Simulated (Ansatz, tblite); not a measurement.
Removing and adding an electron: the cluster TaO2 (the lowest doublet isomer of a short search). Total charge 0; doublet. Geometry: PBE0-D4/def2-TZVP. Ansatz, gas phase; energy differences of separate SCF runs; the oxidised species is a singlet (the triplet lies 1.69 eV higher at PBE0-D4/def2-TZVP); the reduced species is a singlet (the triplet lies 0.71 eV higher at PBE0-D4/def2-TZVPD).

```xyz
3

Ta    0.344    0.134    0.588
O    -0.090   -1.408   -0.037
O    -0.255    1.274   -0.551
```

In the def2 sets Ta takes a core potential; there is no spin–orbit coupling. The xTB rows come from tblite. The structure comes from a short search, and lower isomers may exist.

| level | −HOMO (eV) | vertical IE (eV) | −LUMO (eV) | vertical EA (eV) | HOMO–LUMO gap (eV) | IE − EA (eV) | remarks |
| --- | --- | --- | --- | --- | --- | --- | --- |
| GFN1-xTB | – | 12.33 | – | 6.45 | – | 5.88 | – |
| GFN2-xTB | – | 15.06 | – | 6.99 | – | 8.08 | – |
| PBE-D4/def2-TZVP | 5.63 | 8.60 | 4.24 | – | 1.39 | – | restricted SCF unstable in HF (+1 singlet) |
| PBE-D4/def2-TZVPD | 5.66 | – | 4.27 | 1.94 | 1.39 | – | HOMO above zero (-1 singlet), restricted SCF unstable in HF (-1 singlet) |
| r2SCAN-D4/def2-TZVP | 6.02 | 8.66 | 3.70 | – | 2.32 | – | restricted SCF unstable in HF (+1 singlet) |
| r2SCAN-D4/def2-TZVPD | 6.03 | – | 3.71 | 1.80 | 2.32 | – | HOMO above zero (-1 singlet), restricted SCF unstable in HF (-1 singlet) |
| PBE0-D4/def2-TZVP | 6.66 | 8.69 | 3.46 | – | 3.20 | – | restricted SCF unstable in HF (+1 singlet) |
| PBE0-D4/def2-TZVPD | 6.68 | – | 3.47 | 1.97 | 3.21 | – | restricted SCF unstable in HF (-1 singlet) |

Relaxing the oxidised species (PBE0-D4/def2-TZVP) changes its energy by -0.06 eV at PBE0-D4/def2-TZVP, so the adiabatic ionisation energy to this nearest minimum is 8.63 eV. At PBE-D4/def2-TZVP that geometry lies 0.01 eV above the vertical one, so it gives no adiabatic value.  Run but left out: HF/def2-TZVPP, MP2/def2-TZVPP, CCSD/def2-TZVPP, CCSD(T)/def2-TZVPP (charge +1 singlet: restricted singlet, unstable towards broken spin symmetry); HF/def2-TZVPD, MP2/def2-TZVPD, CCSD/def2-TZVPD, CCSD(T)/def2-TZVPD (charge -1 singlet: restricted singlet, unstable towards broken spin symmetry).   A HOMO above zero means that the electron is unbound at that level or that self-interaction error raises the level; the energy of removing that electron tells which. HOMO and LUMO are the levels of the spin that leaves or enters (xTB has no such levels and no spin-polarisation term). Other spin states of the ions may lie lower, which would lower the ionisation energy or raise the affinity. Raw xTB energy differences between charge states are shifted by several eV; the methods need an empirical correction for them.
